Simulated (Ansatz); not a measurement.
Calculated with Ansatz (gas phase, PBE0-D4/def2-TZVP geometries, no zero-point term in ΔE). CCSD(T)/CBS adds triple-zeta CCSD(T) − MP2 to the extrapolated MP2 energy (def2 sets, frozen cores). DFT in def2-TZVPP. def2 core potentials past Kr. For In outer-core shells are correlated without core-valence functions, which leaves a few kJ/mol of doubt a bond.

`C[B](C)[InH2]` + `FC1BO1` → `CB(C)F` + `[InH2][CH]1BO1`  (redistribution)

```csv
level,ΔE (kJ/mol)
revPBE-D4,-199.9
BLYP-D4,-210.2
r2SCAN0-D4,-214.3
BHLYP-D4,-217.3
r2SCAN,-214.4
CAM-B3LYP,-217.4
CCSD(T)/def2-SVP,-219.3
CCSD/def2-TZVPP,-217.9
```

**Question.** What does CCSD(T)/CBS give? (Estimate.)

**Answer.** Ansatz gave: -218.7 kJ/mol. The listed levels differ from it by 18.8, 8.5, 4.4, 1.4, 4.3, 1.3, -0.6, 0.8 kJ/mol.

Largest T1 diagnostic among the species: 0.016.

From PBE to PBE0 (25 % exact exchange), in def2-TZVPP and without D4, ΔE moves by −3.6 kJ/mol. Leaving LDA and LC-ωPBE aside and taking each functional with its dispersion term where it has one, the values, not all of them listed here, spread over 20.7 kJ/mol, from B2PLYP to revPBE-D4.

CCSD(T)/CBS has its own doubt, a few kJ/mol and more with outer-core shells, so smaller differences from it don't rank the levels.
